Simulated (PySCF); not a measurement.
C₆H₁₀, SMILES C=CCC(=C)C.

Geometry: PBE0-D3(BJ)/def2-SVP. Other conformers were not sampled.

Vertical ionisation energy (IE) and electron affinity (EA) in eV. Rows of orbital energies are one-electron estimates. Where ΔSCF, EOM or ADC give a negative EA the extra electron is unbound and the value depends on the basis.

| level | IE | EA |
|---|---|---|
| −ε(HOMO), −ε(LUMO), r2SCAN/def2-TZVP (PySCF) | 6.18 | 0.71 |
| −ε(HOMO), −ε(LUMO), PBE/def2-TZVP (PySCF) | … | … |

What belongs in the gaps? (The exact figures need the calculation; the answer reports its results.)


- −ε(HOMO), −ε(LUMO), PBE/def2-TZVP (PySCF), IE: 5.99
- −ε(HOMO), −ε(LUMO), PBE/def2-TZVP (PySCF), EA: 0.95
